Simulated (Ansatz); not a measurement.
Relaxation of ClF₂GeHO (6 atoms, charge 0, multiplicity 1), to a largest force component of 0.02 eV/Å in at most 40 steps.

Theory: Ansatz 0.2.0, RKS CAM-B3LYP-D4/def2-SVP.

```xyz
6
Properties=species:S:1:pos:R:3:forces:R:3
Ge 0.000 0.000 0.000 2.94 0.07 1.30
O 0.000 0.000 1.770 -1.71 -0.56 -0.39
H -0.909 -0.281 2.107 1.69 0.52 -0.53
Cl 2.094 0.000 -0.739 -1.74 0.02 0.59
F -0.791 1.371 -0.559 -0.56 0.72 -0.50
F -0.791 -1.371 -0.559 -0.62 -0.76 -0.47
```

Problem. Where does it end, and by what steps?

Solution. The forces met the threshold. After 7 steps the energy has fallen by 0.234 eV; H3 moved furthest, 0.13 Å.

```json
{"step": "0", "energy less start (eV)": "0.0000", "largest force component (eV/Å)": "2.938", "accepted": "yes"}
{"step": "1", "energy less start (eV)": "-0.2033", "largest force component (eV/Å)": "0.975", "accepted": "yes"}
{"step": "2", "energy less start (eV)": "-0.2287", "largest force component (eV/Å)": "0.231", "accepted": "yes"}
{"step": "3", "energy less start (eV)": "-0.2314", "largest force component (eV/Å)": "0.069", "accepted": "yes"}
{"step": "4", "energy less start (eV)": "-0.2328", "largest force component (eV/Å)": "0.190", "accepted": "yes"}
{"step": "5", "energy less start (eV)": "-0.2337", "largest force component (eV/Å)": "0.100", "accepted": "yes"}
{"step": "6", "energy less start (eV)": "-0.1483", "largest force component (eV/Å)": "2.295", "accepted": "no"}
{"step": "7", "energy less start (eV)": "-0.2341", "largest force component (eV/Å)": "0.017", "accepted": "yes"}
```

```xyz
6
Properties=species:S:1:pos:R:3
Ge 0.040 -0.025 0.016
O 0.017 -0.084 1.746
H -0.867 -0.164 2.130
Cl 2.023 0.019 -0.671
F -0.817 1.339 -0.560
F -0.795 -1.366 -0.642
```

Whether the end is a true minimum wasn't checked by a vibrational analysis.

The run took 43 s on 2 threads of Intel(R) Xeon(R) Platinum 8259CL CPU @ 2.50GHz (Skylake/Cascade Lake), on a shared host, peak memory 0.28 GiB.
